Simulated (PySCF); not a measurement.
# O⁻ (oxygen, charge -1): LDA calculation

Configuration: [He] 2s2 2p5, 2P determinant. All numbers are calculated (PySCF 2.14, the spin-free X2C one-electron Hamiltonian (Gaussian nucleus), in aug-cc-pCVTZ-DK (7s6p4d2f, 59 functions)).

```
Total energy                                                  : -74.6523 hartree
One-electron energy                                           : -106.5642 hartree
Hartree (Coulomb) energy                                      : 40.0157 hartree
Exchange-correlation energy                                   : -8.1038 hartree
⟨S²⟩                                                          : 0.7582
⟨L²⟩                                                          : 2.021
Sum of ⟨r⟩                                                    : 10.55 bohr
Sum of ⟨r²⟩                                                   : 21.54 bohr²
Traceless quadrupole moment −½Σ⟨3z² − r²⟩ along its main axis : 1.84 e·bohr²
Langevin diamagnetic susceptibility                           : -17.1 ×10⁻⁶ cm³/mol
```

```
shell  electrons  mean orbital energy (eV)  spread (eV)  rms radius, mean of both spins (bohr)
 1s α          1                   -498.60            0                                  0.233
 1s β          1                   -497.90            0                                  0.233
 2s α          1                   -13.036            0                                   1.32
 2s β          1                   -11.465            0                                   1.32
 2p α          3                     1.167        1.468                                   1.89
 2p β          2                     2.447            0                                   1.89
```

At LDA the highest occupied level has a positive energy, so only the finite basis holds that electron; in a semilocal or global hybrid functional this comes from self-interaction and does not mean that the real anion is unbound.
